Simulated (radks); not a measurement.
Values are calculated unless marked as measured or tabulated.
Task: Ionisation of the technetium ion Tc+, [Kr] 4d5 5s1, to Tc2+, [Kr] 4d5, under several functionals. Scalar-relativistic Kohn-Sham, spin-polarised, spherical densities, finite nucleus; open shells are filled with parallel spins first (spin-orbit coupling, left out, can overturn this in heavy ions); a radial shooting solver on a logarithmic mesh with Libxc functionals. Known Delta-SCF values: Wu-Cohen GGA 15.665 eV; LDA (Slater exchange, VWN5 correlation) 15.891 eV; HCTH/407 15.336 eV. What does r2SCAN give, and what is its highest occupied eigenvalue?

Result: 15.516 eV by Delta-SCF; the 5s eigenvalue is -12.427 eV. NIST: 15.260 eV (semi-empirical).
